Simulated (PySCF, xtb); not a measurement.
(Z)-1-chloro-1,2-difluoroprop-1-ene (C3H3ClF2), SMILES Cl/C(F)=C(\F)C.

Harmonic wavenumbers (cm⁻¹) from xtb with GFN2-xTB at its own minimum, in rising order: 116, 148, 161, 299, 360, 381, 445, 474, 630, 916, 1025, 1026, 1120, 1227, 1389, 1438, 1452, 1727, 3012, 3026, 3080.

Task: What does PBE-D3(BJ)/def2-SVP in PySCF give at its own minimum? (The exact figures need the calculation; the answer reports its results.)

Result: 146, 168, 188, 319, 352, 413, 495, 516, 644, 918, 1004, 1025, 1192, 1271, 1356, 1392, 1399, 1739, 2969, 3040, 3106. Paired by order, the mean absolute difference is 29 cm⁻¹ and the zero-point energies are 33.5 and 33.8 kcal/mol.
